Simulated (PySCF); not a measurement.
From one molecule to another.

First species: C5H3N2P.
Numbering: `[N:1]#[C:2][c:3]1[cH:4][p:5][cH:6][cH:7][n:8]1` (hydrogens: H9 on C4; H10 on C6; H11 on C7)

Second species: C5H5N3.
Bonds: C1–C2 (triple), C2–C3, C3–N4, N4–N5 (aromatic), N5–C6 (aromatic), C6–C7 (aromatic), C7–N8 (aromatic), N4–N8 (aromatic). Hydrogens: H9 on C1; H10, H11 on C3; H12 on C6; H13 on C7.

Levels: CAM-B3LYP/def2-SVPD for dipole moment, HOMO energy, LUMO energy, HOMO–LUMO gap, static isotropic polarisability and electronic spatial extent ⟨r²⟩ about the centre of nuclear charge; TDDFT CAM-B3LYP/def2-SVPD for lowest singlet excitation; TDA CAM-B3LYP/def2-SVPD for lowest triplet excitation (Tamm–Dancoff); GFN2-xTB for rotational constant A and rotational constant C. Geometries: GFN2-xTB. Each species is one conformer at its optimised geometry, gas phase, non-relativistic unless stated; the electronic structure was computed with PySCF and density fitting.

Dipoles, sizes and rotational constants follow the conformer. The torsions of the flexible species, by atom-mapped SMILES:
- `[CH:1]#[C:2][CH2:3][n:4]1[n:5][cH:6][cH:7][n:8]1`: C2–C3–N4–N5 -89°

Values for the first species:

* Dipole moment: 4.96 D
* HOMO energy: -9.65 eV
* LUMO energy: -1.77 eV
* HOMO–LUMO gap: 7.88 eV
* Lowest singlet excitation: 4.21 eV
* Lowest triplet excitation (Tamm–Dancoff): 3.35 eV
* Static isotropic polarisability: 90.4 au
* Electronic spatial extent ⟨r²⟩ about the centre of nuclear charge: 1060 bohr²
* Rotational constant A: 4.128 GHz
* Rotational constant C: 1.001 GHz

Question: Estimate the same properties for the second species, and the change in each.

Answer: 
```json
{"property": "dipole moment", "first": "4.96 D", "second": "0.17 D", "second less first": "-4.79 D"}
{"property": "HOMO energy", "first": "-9.65 eV", "second": "-9.16 eV", "second less first": "+0.49 eV"}
{"property": "LUMO energy", "first": "-1.77 eV", "second": "0.77 eV", "second less first": "+2.54 eV"}
{"property": "HOMO–LUMO gap", "first": "7.88 eV", "second": "9.93 eV", "second less first": "+2.05 eV"}
{"property": "lowest singlet excitation", "first": "4.21 eV", "second": "6.46 eV", "second less first": "+2.25 eV"}
{"property": "lowest triplet excitation (Tamm–Dancoff)", "first": "3.35 eV", "second": "5.02 eV", "second less first": "+1.67 eV"}
{"property": "static isotropic polarisability", "first": "90.4 au", "second": "73.3 au", "second less first": "-17.1 au"}
{"property": "electronic spatial extent ⟨r²⟩ about the centre of nuclear charge", "first": "1060 bohr²", "second": "908 bohr²", "second less first": "-152 bohr²"}
{"property": "rotational constant A", "first": "4.128 GHz", "second": "5.623 GHz", "second less first": "+1.495 GHz"}
{"property": "rotational constant C", "first": "1.001 GHz", "second": "1.366 GHz", "second less first": "+0.365 GHz"}
```

On the first: S1 lies 3.67 eV below the HOMO–LUMO gap; its leading configuration is HOMO→LUMO, weight 0.96. The dipole matches unit charges of opposite sign 1.03 Å apart (1 e·Å = 4.8032 D).

On the second: S1 lies 3.47 eV below the HOMO–LUMO gap. In wavenumbers S1 is 52100 cm⁻¹ (1 eV = 8065.54 cm⁻¹).
